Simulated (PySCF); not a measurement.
Property card for `ClC=C1C=CC=C1`

Compound: C6H5Cl.
Bonds: Cl1–C2, C2–C3 (double), C3–C4, C4–C5 (double), C5–C6, C6–C7 (double), C3–C7. Hydrogens: H8 on C2; H9 on C4; H10 on C5; H11 on C6; H12 on C7.

Structural features include: C=C double bond and C–Cl bond.

**PBE0-D3(BJ)/def2-SVP geometry optimisation, gas phase (PySCF)**

* Point group: Cs
* Rotational constants A, B, C: 7.088, 1.268, 1.075 GHz

**CAM-B3LYP/def2-SVPD ground state and vertical TDDFT (core frozen in the response) (PySCF)**

* Dipole moment: 0.90 D
* HOMO energy: -7.84 eV
* LUMO energy: -1.19 eV
* HOMO–LUMO gap: 6.65 eV
* Lowest singlet excitation: 3.40 eV (365 nm, f = 0.009)
* Strongest line among the 6 lowest singlet transitions: S2 at 4.91 eV (252 nm, f = 0.494)
* Static isotropic polarisability: 88.1 au
* Electronic spatial extent ⟨r²⟩ about the centre of nuclear charge: 1006 bohr²

Monoisotopic mass (most abundant isotopes): 112.0080 u.

No computed singlet falls in the visible range (750 to 380 nm, 1.65 to 3.26 eV); S1 lies 0.14 eV above its blue end. The dipole matches unit charges of opposite sign 0.19 Å apart (1 e·Å = 4.8032 D). The 6 singlets span 3.40 to 6.84 eV, and their oscillator strengths add up to 0.50. The rotational constants make it an asymmetric top with κ = (2B − A − C)/(A − C) = -0.94, nearer the prolate limit (−1). The polarisability is 13.06 Å³ as a volume (1 au = 0.148185 Å³), or 1.52 au for each of the 58 electrons. The principal polarisabilities are 51.2, 78.8 and 134.4 au; their mean is the isotropic value.

